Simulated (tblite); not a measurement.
Species: C4H7F3Si.
Numbering: `[CH2:1]=[CH:2][CH2:3][SiH2:4][C:5]([F:6])([F:7])[F:8]` (hydrogens: H9, H10 on C1; H11 on C2; H12, H13 on C3; H14, H15 on Si4)

Cartesian coordinates in Å at the GFN2-xTB level; atoms count from 1:
```
atom  x, y, z in Å
C1    -2.791    0.045   -0.347
C2    -1.827   -0.229    0.511
C3    -0.491    0.437    0.521
Si4    0.900   -0.757    0.020
C5     2.529    0.311    0.112
F6     2.744    0.835    1.338
F7     2.513    1.358   -0.740
F8     3.635   -0.397   -0.190
H9    -3.741   -0.461   -0.321
H10   -2.672    0.797   -1.110
H11   -1.971   -0.988    1.269
H12   -0.287    0.817    1.527
H13   -0.504    1.296   -0.155
H14    0.832   -1.211   -1.367
H15    1.126   -1.847    0.967
```

Level: GFN2-xTB in tblite, geometry and Hessian alike; calculated harmonic values, unscaled, isolated species. This tight-binding method is rough: wavenumbers can miss measured ones by several per cent, in bad cases by 10 to 20. Modes of hydrogen on silicon can be 10 to 20 % off. One conformer, not necessarily the lowest.

Harmonic wavenumbers (cm⁻¹): 27.8, 42.5, 66.7, 87.7, 190.9, 216.1, 229.8, 397.8, 410.8, 433.6, 459.8, 461.1, 575.6, 595.4, 654.1, 708.7, 746.4, 771.4, 781.1, 893.4, 951.4, 1019.4, 1021.9, 1026.2, 1050.1, 1140.2, 1167.9, 1209.6, 1297.3, 1407.4, 1434.4, 1713.3, 2295.1, 2306.7, 2941.1, 2963.8, 3061.4, 3101.4, 3130.9.

A = 3820, B = 757.5, C = 740.9 MHz; mass 140.027 u (most abundant isotopes); point group C1, symmetry number 1.

Question: What is the zero-point energy?

Answer: Half the sum of the wavenumbers: 21495 cm⁻¹ = 61.46 kcal/mol.

Question: Entropy at 298.15 K, 1 bar (ideal gas, RRHO, classical rotation)?

Answer: Translation 40.75, rotation 29.40, vibration 32.56: S = 102.7 cal/(mol K).

Question: And Cp and H(298.15 K) − H(0)?

Answer: Cp = 37.67 cal/(mol K), of which vibrations give 29.72 (their classical limit is 39 R = 77.5); H(298.15 K) − H(0) = 7.06 kcal/mol without the zero-point energy, 4.69 from vibrations.

Question: How do the functions run with temperature in this model?

Answer: 
| T (K) | S (cal/(mol K)) | Cp (cal/(mol K)) | H − H(0) (kcal/mol) | G − H(0) (kcal/mol) | ln q(vib) |
| --- | --- | --- | --- | --- | --- |
| 150 | 82.1 | 23.8 | 2.50 | -9.82 | 4.38 |
| 250 | 96.5 | 33.3 | 5.35 | -18.76 | 7.17 |
| 400 | 114.9 | 45.7 | 11.32 | -34.65 | 11.12 |
| 600 | 135.7 | 56.7 | 21.65 | -59.78 | 16.05 |
| 900 | 160.7 | 66.5 | 40.27 | -104.41 | 22.66 |

q(vib) and H(0) count from the zero-point level.

Question: What must be added to the electronic energy to get the Gibbs energy at 298.15 K and 1 bar?

Answer: ZPE + [H(298.15 K) − H(0)] − T·S = 61.46 + 7.06 − 30.62 = 37.90 kcal/mol.

Question: Blend soft modes into free rotors: weight 1/[1 + (100 cm⁻¹/ν̃)⁴] for the oscillator and the rest for a rotor with moment μB/(μ + B), μ = h/(8π²ν), B = 10⁻⁴⁴ kg m². What vibrational entropy results?

Answer: 28.06 cal/(mol K) in place of 32.56, which changes −T·S at 298.15 K by +1.34 kcal/mol.

Question: Which modes carry the vibrational entropy at 298.15 K?

Answer: 27.8 cm⁻¹: 5.98; 42.5 cm⁻¹: 5.14; 66.7 cm⁻¹: 4.25; 87.7 cm⁻¹: 3.71; 190.9 cm⁻¹: 2.22; 216.1 cm⁻¹: 1.99 cal/(mol K); the other 33 give 9.27 together.

Hindered rotation and anharmonicity are outside this model. Other conformers, if any are populated, would add a mixing term that is left out. The structure is chiral; the term R ln 2 for an equal mix with its mirror image is left out.
